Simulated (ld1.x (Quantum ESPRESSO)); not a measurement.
What one change does to a pseudopotential (Co (Z = 27), PAW)

cobalt, PAW, made with ld1.x (Quantum ESPRESSO) 7.5 (LDA (PZ), scalar-relativistic). Core [Ne], reference 3s2 3p6 3d7.5 4s1.5 4p0. Waves: 3s (bound): rcut 1.05, rcutus 1.25 bohr; 4s (bound): rcut 1.05, rcutus 1.25 bohr; 3p (bound): rcut 1.15, rcutus 1.30 bohr; 4p (bound, empty): rcut 1.15, rcutus 1.30 bohr; 3d (bound): rcut 0.90, rcutus 1.00 bohr; 3d channel at -0.05 Ry: rcut 0.90, rcutus 1.00 bohr. Local part: all-electron potential smoothed inside 1.10 bohr (lloc = -2). Core correction: Bessel-smoothed model core, default radius (core density twice the valence density). Augmentation charge: BESSEL, radius 0.70 bohr.

Change: waves 3s (bound): rcut 1.05, rcutus 1.62 bohr; 4s (bound): rcut 1.05, rcutus 1.62 bohr.

Cutoffs: the cutoffs (Ry, on a coarse ladder) from which the occupation-weighted sum of valence levels, in a spherical-Bessel basis at the reference potential, stays within 10 and 1 mRy of its value at 400 Ry; they do not see the model core or the augmentation charge, which bear on the density cutoff. Errors are all-electron minus pseudo energies relative to the spin-unpolarised reference configuration.

Problem. How do hardness, ghosts and transferability respond?

Solution. The potential gets neither clearly harder nor softer (140 Ry and 200 Ry → 140 Ry and 200 Ry); the number of tests with a reliable result goes from 9 to 4 (the test run of the changed file stopped, so its transferability is not established); of the 4 tests that both files solve, the error grows in 4 and shrinks in 0 by more than 15 % and 0.3 meV (median size 1.0 → 5.3 meV); neither file shows a bound ghost. More of the atom is replaced by a form fitted at one configuration, so other configurations suffer.

```tsv
quantity	base	changed
cutoff, loose	140 Ry	140 Ry
cutoff, tight	200 Ry	200 Ry
loose cutoff by channel (10 mRy a level)	s 40 Ry, p 40 Ry, d 90 Ry	s 35 Ry, p 40 Ry, d 90 Ry
bound ghosts	none	none
tests with a reliable result	9 of 9	4 of 9 (the test run stopped)
error for 3s2 3p6 3d7 4s2 4p0, meV [ΔE 0.98 eV]	+1.3	+9.6
error for 3s2 3p6 3d7 4s1 4p0, meV [ΔE 10.28 eV]	+0.1	-0.8
error for 3s2 3p6 3d7 4s0 4p0, meV [ΔE 27.36 eV]	-1.7	+6.2
error for 3s2 3p6 3d7 4s0 4p1, meV [ΔE 15.73 eV]	-0.6	+4.4
lowest overlap eigenvalue by channel	s 0.11, p 0.15, d 0.78	s 0.02, p 0.15, d 0.78
```
